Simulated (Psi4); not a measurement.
C6H14Si, singlet, geometry from GFN2-xTB, atoms displaced at random by about 0.03 Å a coordinate; HF/STO-3G, gradient (Psi4 1.11).

Psi4 was given this input:
```
memory 2 GB

molecule mol {
0 1
  C     2.950513    0.247865    0.424810
  C     2.000382   -0.095742   -0.471205
  C     0.888635    0.768531   -0.733405
  Si   -0.755811    0.006729   -0.063435
  C    -1.024007   -1.789228   -0.728490
  C    -0.633563   -0.072098    1.878774
  C    -2.152418    1.059352   -0.490997
  H     3.803316   -0.407553    0.652770
  H     2.854800    1.105668    1.073545
  H     2.137625   -0.990752   -1.046959
  H     0.752813    0.833466   -1.836763
  H     1.035088    1.746333   -0.397190
  H    -1.948712   -2.127124   -0.325291
  H    -0.235322   -2.459517   -0.459231
  H    -1.004074   -1.723185   -1.831129
  H    -0.491892    0.952787    2.308314
  H     0.325159   -0.676128    2.142897
  H    -1.355955   -0.525978    2.303431
  H    -2.344422    1.164058   -1.592857
  H    -2.066243    2.133596   -0.192066
  H    -3.150359    0.736622   -0.118716
symmetry c1
no_reorient
no_com
}

set basis sto-3g
set reference rhf

gradient('scf')
print_variables()
```

It wrote (shortened):

```
gradient() will perform analytic gradient computation.

   => Loading Basis Set <=

    Name: STO-3G
    Role: ORBITAL
    Keyword: BASIS

         ---------------------------------------------------------
                                   SCF
               by Justin Turney, Rob Parrish, Andy Simmonett
                          and Daniel G. A. Smith
                              RHF Reference
         ---------------------------------------------------------

  ==> Geometry <==

    Molecular point group: c1
    Full point group: C1

    Geometry (in Angstrom), charge = 0, multiplicity = 1:

       Center              X                  Y                   Z               Mass
    ------------   -----------------  -----------------  -----------------  -----------------
         C            2.950513000000     0.247865000000     0.424810000000    12.000000000000
         C            2.000382000000    -0.095742000000    -0.471205000000    12.000000000000
         C            0.888635000000     0.768531000000    -0.733405000000    12.000000000000
         SI          -0.755811000000     0.006729000000    -0.063435000000    27.976926534650
         C           -1.024007000000    -1.789228000000    -0.728490000000    12.000000000000
         C           -0.633563000000    -0.072098000000     1.878774000000    12.000000000000
         C           -2.152418000000     1.059352000000    -0.490997000000    12.000000000000
         H            3.803316000000    -0.407553000000     0.652770000000     1.007825032230
         H            2.854800000000     1.105668000000     1.073545000000     1.007825032230
         H            2.137625000000    -0.990752000000    -1.046959000000     1.007825032230
         H            0.752813000000     0.833466000000    -1.836763000000     1.007825032230
         H            1.035088000000     1.746333000000    -0.397190000000     1.007825032230
         H           -1.948712000000    -2.127124000000    -0.325291000000     1.007825032230
         H           -0.235322000000    -2.459517000000    -0.459231000000     1.007825032230
         H           -1.004074000000    -1.723185000000    -1.831129000000     1.007825032230
         H           -0.491892000000     0.952787000000     2.308314000000     1.007825032230
         H            0.325159000000    -0.676128000000     2.142897000000     1.007825032230
         H           -1.355955000000    -0.525978000000     2.303431000000     1.007825032230
         H           -2.344422000000     1.164058000000    -1.592857000000     1.007825032230
         H           -2.066243000000     2.133596000000    -0.192066000000     1.007825032230
         H           -3.150359000000     0.736622000000    -0.118716000000     1.007825032230

  Running in c1 symmetry.

  Rotational constants: A =      0.09472  B =      0.04299  C =      0.04201 [cm^-1]
  Rotational constants: A =   2839.49324  B =   1288.78019  C =   1259.39680 [MHz]
  Nuclear repulsion =  376.780589691007719

  Charge       = 0
  Multiplicity = 1
  Electrons    = 64
  Nalpha       = 32
  Nbeta        = 32

  ==> Algorithm <==

  SCF Algorithm Type is DF.
  DIIS enabled.
  MOM disabled.
  Fractional occupation disabled.
  Guess Type is SAD.
  Energy threshold   = 1.00e-08
  Density threshold  = 1.00e-08
  Integral threshold = 1.00e-12

  ==> Primary Basis <==

  Basis Set: STO-3G
    Blend: STO-3G
    Number of shells: 37
    Number of basis functions: 53
    Number of Cartesian functions: 53
    Spherical Harmonics?: true
    Max angular momentum: 1

   => Loading Basis Set <=

    Name: (STO-3G AUX)
    Role: JKFIT
    Keyword: DF_BASIS_SCF

  ==> Integral Setup <==

  SCF_SUBTYPE=INCORE selected. In-core MEM_DF algorithm will be used.
  Using in-core AOs.

  ==> MemDFJK: Density-Fitted J/K Matrices <==

    J tasked:                   Yes
    K tasked:                   Yes
    wK tasked:                   No
    Algorithm:                 Core
    Schwarz Cutoff:           1E-12
    Mask sparsity (%):       1.9224
    Fitting Condition:        1E-10

   => Auxiliary Basis Set <=

  Basis Set: (STO-3G AUX)
    Blend: DEF2-UNIVERSAL-JKFIT
    Number of shells: 272
    Number of basis functions: 830
    Number of Cartesian functions: 969
    Spherical Harmonics?: true
    Max angular momentum: 4

  Minimum eigenvalue in the overlap matrix is 1.8667790001E-01.
  Reciprocal condition number of the overlap matrix is 7.5565412540E-02.
    Using symmetric orthogonalization.

  ==> Pre-Iterations <==

  SCF Guess: Superposition of Atomic Densities via on-the-fly atomic UHF (no occupation information).

   -------------------------
    Irrep   Nso     Nmo
   -------------------------
     A         53      53
   -------------------------
    Total      53      53
   -------------------------

  ==> Iterations <==

                           Total Energy        Delta E     RMS |[F,P]|

   @DF-RHF iter SAD:  -511.81544132081353   -5.11815e+02   0.00000e+00
   @DF-RHF iter   1:  -518.15721869277718   -6.34178e+00   2.50628e-03 DIIS/ADIIS
   @DF-RHF iter   2:  -518.17224373291515   -1.50250e-02   9.09966e-04 DIIS/ADIIS
   @DF-RHF iter   3:  -518.17372097627958   -1.47724e-03   3.13749e-04 DIIS/ADIIS
   @DF-RHF iter   4:  -518.17396222264335   -2.41246e-04   5.33694e-05 DIIS
   @DF-RHF iter   5:  -518.17396889560109   -6.67296e-06   1.60507e-05 DIIS
   @DF-RHF iter   6:  -518.17396983797380   -9.42373e-07   6.15140e-06 DIIS
   @DF-RHF iter   7:  -518.17396996164655   -1.23673e-07   1.41447e-06 DIIS
   @DF-RHF iter   8:  -518.17396996923821   -7.59167e-09   2.35427e-07 DIIS
   @DF-RHF iter   9:  -518.17396996945104   -2.12822e-10   3.49828e-08 DIIS
   @DF-RHF iter  10:  -518.17396996945479   -3.75167e-12   7.66286e-09 DIIS
  Energy and wave function converged.

  ==> Post-Iterations <==

    Orbital Energies [Eh]
    ---------------------

    Doubly Occupied:

[...]
    Virtual:

[...]
    Final Occupation by Irrep:
              A
    DOCC [    32 ]
[...]
  @DF-RHF Final Energy:  -518.17396996945479
    Total Energy =                       -518.1739699694547880
[...]

 Multipole Moments:

 ------------------------------------------------------------------------------------
     Multipole            Electronic (a.u.)      Nuclear  (a.u.)        Total (a.u.)
 ------------------------------------------------------------------------------------

 L = 1.  Multiply by 2.5417464519 to convert [e a0] to [Debye]
 Dipole X            :         -0.0753266           -0.1743839           -0.2497105
 Dipole Y            :         -1.0631556            1.0744586            0.0113030
 Dipole Z            :          1.5594536           -1.7582258           -0.1987721
 Magnitude           :                                                    0.3193641

 ------------------------------------------------------------------------------------

         ------------------------------------------------------------
                                   SCF GRAD
                          Rob Parrish, Justin Turney,
                       Andy Simmonett, and Alex Sokolov
         ------------------------------------------------------------

  ==> Geometry <==

    Molecular point group: c1
    Full point group: C1

    Geometry (in Angstrom), charge = 0, multiplicity = 1:

       Center              X                  Y                   Z               Mass
    ------------   -----------------  -----------------  -----------------  -----------------
         C            2.950513000000     0.247865000000     0.424810000000    12.000000000000
         C            2.000382000000    -0.095742000000    -0.471205000000    12.000000000000
         C            0.888635000000     0.768531000000    -0.733405000000    12.000000000000
         SI          -0.755811000000     0.006729000000    -0.063435000000    27.976926534650
         C           -1.024007000000    -1.789228000000    -0.728490000000    12.000000000000
         C           -0.633563000000    -0.072098000000     1.878774000000    12.000000000000
         C           -2.152418000000     1.059352000000    -0.490997000000    12.000000000000
         H            3.803316000000    -0.407553000000     0.652770000000     1.007825032230
         H            2.854800000000     1.105668000000     1.073545000000     1.007825032230
         H            2.137625000000    -0.990752000000    -1.046959000000     1.007825032230
         H            0.752813000000     0.833466000000    -1.836763000000     1.007825032230
         H            1.035088000000     1.746333000000    -0.397190000000     1.007825032230
         H           -1.948712000000    -2.127124000000    -0.325291000000     1.007825032230
         H           -0.235322000000    -2.459517000000    -0.459231000000     1.007825032230
         H           -1.004074000000    -1.723185000000    -1.831129000000     1.007825032230
         H           -0.491892000000     0.952787000000     2.308314000000     1.007825032230
         H            0.325159000000    -0.676128000000     2.142897000000     1.007825032230
         H           -1.355955000000    -0.525978000000     2.303431000000     1.007825032230
         H           -2.344422000000     1.164058000000    -1.592857000000     1.007825032230
         H           -2.066243000000     2.133596000000    -0.192066000000     1.007825032230
         H           -3.150359000000     0.736622000000    -0.118716000000     1.007825032230

  Nuclear repulsion =  376.780589691007719

  ==> Basis Set <==

  Basis Set: STO-3G
    Blend: STO-3G
    Number of shells: 37
    Number of basis functions: 53
    Number of Cartesian functions: 53
    Spherical Harmonics?: true
    Max angular momentum: 1

  ==> DFJKGrad: Density-Fitted SCF Gradients <==

    Gradient:                    1
    J tasked:                  Yes
    K tasked:                  Yes
    wK tasked:                  No
    Integrals threads:           1
    Schwarz Cutoff:          1E-12
    Fitting Condition:       1E-10

   => Auxiliary Basis Set <=

  Basis Set: (STO-3G AUX)
    Blend: DEF2-UNIVERSAL-JKFIT
    Number of shells: 272
    Number of basis functions: 830
    Number of Cartesian functions: 969
    Spherical Harmonics?: true
    Max angular momentum: 4

  -Total Gradient:
     Atom            X                  Y                   Z
    ------   -----------------  -----------------  -----------------
       1        0.024448839954     0.041487571382     0.023185106881
       2       -0.112284199765    -0.004462070817    -0.064784639847
       3        0.097255172852     0.019686879387     0.060911701869
       4       -0.039914713075     0.035774212850    -0.044619305971
       5       -0.023444404351    -0.060425600855     0.017854262621
       6       -0.188926565026    -0.070220500046     0.087011940321
       7        0.073092317652    -0.060074490751     0.045202700165
       8        0.011585055960    -0.009716768675     0.006432601631
       9       -0.000017476552    -0.004995748082     0.004902074914
      10        0.003818965823     0.008567993633     0.005737929815
      11       -0.001445387674    -0.002251182728    -0.020687579215
      12       -0.005647950992    -0.033191308002    -0.018885181061
      13        0.015960267527     0.013020814889     0.005008997263
      14       -0.007049333632     0.006200553153    -0.009267850956
      15        0.013751131636     0.008762215265    -0.018719777345
      16        0.007844267421     0.030114227850     0.010678643274
      17        0.048236508941    -0.033220599118     0.012417735848
      18        0.130621723780     0.072686505257    -0.070957088107
      19       -0.014280527734     0.011719940055    -0.026837944771
      20       -0.006121815504     0.030845644601    -0.003279988575
      21       -0.027481877237    -0.000308289245    -0.001304338755

  Variable Map:
  ----------------------------------------------------------------------------
[...]
  Array Variable Map:
  ----------------------------------------------------------------------------
[...]
[...]
```
